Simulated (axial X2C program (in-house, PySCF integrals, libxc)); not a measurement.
## KS⁺: cheaper levels and CCSD(T), with spin–orbit coupling

All values were computed with an in-house relativistic program for diatomic molecules. Two-component (2c) means X2C with spin–orbit coupling and atomic mean-field two-electron Coulomb and Gaunt terms. Basis: K dyall-cv3z [11s12p6d3f], S dyall-av3z [9s8p3d2f] (cores contracted in-house); Gaussian nuclei, density fitting, unrestricted open shells. Masses: K 38.964 u, S 31.972 u.

State: Ω = 1 (⟨Sz⟩ = 1.00, ⟨Lz⟩ = 0.00 at HF); fragments K+ + S.

| level | Re (Å) | ωe (cm⁻¹) | De (eV) |
| --- | --- | --- | --- |
| PBE0 | 3.312 | 116.9 | 0.343 |
| HF | 3.442 | 103.6 | 0.280 |
| MP2 | 3.321 | 117.2 | 0.303 |
| CCSD | 3.344 | 114.6 | 0.328 |
| r2SCAN0 | 3.321 | 116.9 | 0.333 |

Correlated methods: 14 electrons correlated (number of frozen shells: K 2 s, 1 p; S 2 s, 1 p), 238 virtual spin orbitals or spinors in MP2, 90 natural virtuals in coupled cluster.

CCSD(T), same Hamiltonian and basis:

Re = 3.334 Å, ωe = 115.8 cm⁻¹, De = 0.30 eV; T1 = 0.007 (Lee–Taylor normalisation).

(1) Give the differences from CCSD(T) in the columns below.

The state is a single determinant with fixed occupations, the lowest that a limited PBE0 search found. De is counted from the lowest determinant-based energies of the atoms at the same level, without counterpoise correction. Density functionals use the spin component along the axis (collinear). CCSD and (T) use frozen natural virtuals with an MP2 correction for the truncation; (T) itself is uncorrected, so its De runs slightly low. In 2c an atomic determinant is not the ground J level, so De misses part of the atomic spin–orbit lowering. This holds for PBE0, r2SCAN0. Other states lie close and PBE0, whose exact exchange favours high spin, may order them wrongly; the determinant shown need not be the ground state. The nearest other 2c determinant of the search, Ω = 2, lies 0.39 eV up at the distance of the search. Without a current term, density functionals place determinants with orbital angular momentum somewhat too high. With several unpaired electrons one determinant need not be a pure state. Open-shell Ω = 0 determinants with evenly filled partner blocks cannot be reached by this program, so the Ω shown need not be the lowest component. This is the Ω = 1 component of a π² triplet; the 0⁺ component is not one determinant and can lie lowest.

Answers

(1) 

```csv
level,ΔRe (Å),Δωe (cm⁻¹),ΔDe (eV)
PBE0,-0.022,1.1,0.04
HF,0.108,-12.2,-0.02
MP2,-0.013,1.4,0.00
CCSD,0.010,-1.2,0.03
r2SCAN0,-0.013,1.1,0.03
```
